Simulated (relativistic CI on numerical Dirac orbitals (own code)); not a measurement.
## Slater and spin-orbit integrals, Gd49+

Calculated at this level of theory: Dirac-Coulomb-Breit CI, orbitals from a KLI potential per configuration, model QED (radiative potential, 1s self-energy scaled to tabulated hydrogen-like ionisation energies), unscaled Slater integrals (own radial code, finite nucleus).

Slater integrals F^k, G^k are unscaled and averaged over j, outside the closed core [Ne]; ζ comes from projecting the Hamiltonian with its Breit term on Σ l·s of the shell.

- 3s2.3p3: F^2(3p,3p) = 452620, ζ(3p) = 963790 cm⁻¹; <r>(3p) = 0.2169, <r^2>(3p) = 0.05441 (bohr units).
- 3s.3p4: F^2(3p,3p) = 452400, G^1(3s,3p) = 571760, ζ(3p) = 963560 cm⁻¹; <r>(3s) = 0.2229, <r^2>(3s) = 0.05668, <r>(3p) = 0.217, <r^2>(3p) = 0.05446 (bohr units).
- 3s2.3p2.3d: F^2(3p,3p) = 452260, ζ(3p) = 962870, F^2(3p,3d) = 456010, G^1(3p,3d) = 472250, G^3(3p,3d) = 319660, ζ(3d) = 131170 cm⁻¹; <r>(3p) = 0.2171, <r^2>(3p) = 0.0545, <r>(3d) = 0.1916, <r^2>(3d) = 0.04232 (bohr units).

Averages of the first 10 configurations, taken without configuration mixing, which lowers the lowest level and can move excited configurations by several eV; other configurations of the list can lie among them:

```csv
Configuration,Parity,States,Average energy above the lowest level (eV)
3s2.3p3,odd,20,184.2
3s.3p4,even,30,455.6
3s2.3p2.3d,even,150,464.7
3p5,odd,6,746.6
3s.3p3.3d,odd,400,727.7
3p4.3d,even,150,1010.3
3s.3p2.3d2,even,1350,1007.5
3s2.3p.3d.4p,even,360,2471.4
3p4.4s,even,30,2631.8
3s.3p2.3d.4s,even,600,2617.5
```
